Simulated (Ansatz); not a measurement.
The cluster Ti₃Cl₃. Total charge 0; doublet. Geometry PBE-D4/def2-SVP; atoms count from 1.

```xyz
6

Ti    0.578   -1.113   -0.456
Ti   -1.014   -0.041   -0.868
Ti    0.284    0.868    1.170
Cl   -0.203   -1.364   -2.769
Cl    1.492    2.742    1.388
Cl   -1.138   -1.092    1.534
```

The charge 0 doublet is spin-contaminated (final ⟨S²⟩ up to 2.14, 0.75 for a pure state). No other spin state of charge 0 was run. The geometry of the doublet was relaxed on an unsound state (⟨S²⟩ 1.82, where a pure state has 0.75). Another isomer (doublet) lies 0.04 eV lower at PBE-D4/def2-TZVP; other spin states weren't run for this one.

Estimate the Mulliken populations from the PBE0/def2-TZVP orbitals of Ansatz.


```csv
atom,charge (e),spin (α − β),d electrons
Ti1,0.43,0.17,2.89
Ti2,0.40,-1.32,2.88
Ti3,0.37,2.18,2.75
Cl4,-0.42,0.02,–
Cl5,-0.43,-0.03,–
Cl6,-0.35,-0.02,–
```
Mulliken values and Mayer orders depend strongly on the basis.

Where does the spin sit?

Summed by element: Ti 1.03, Cl -0.03, of 1 unpaired in all. Largest on single atoms: Ti3 2.18, Ti2 -1.32, Ti1 0.17.

And the Mayer bond orders between bonded heavy atoms (over 0.3)?

Ti1–Ti2 2.37 (1.96 Å); Ti1–Ti3 0.96 (2.58 Å); Ti1–Cl4 0.53 (2.45 Å); Ti1–Cl6 0.36 (2.63 Å); Ti2–Ti3 0.85 (2.58 Å); Ti2–Cl4 0.51 (2.45 Å); Ti2–Cl6 0.36 (2.62 Å); Ti3–Cl5 0.98 (2.24 Å); Ti3–Cl6 0.48 (2.45 Å).
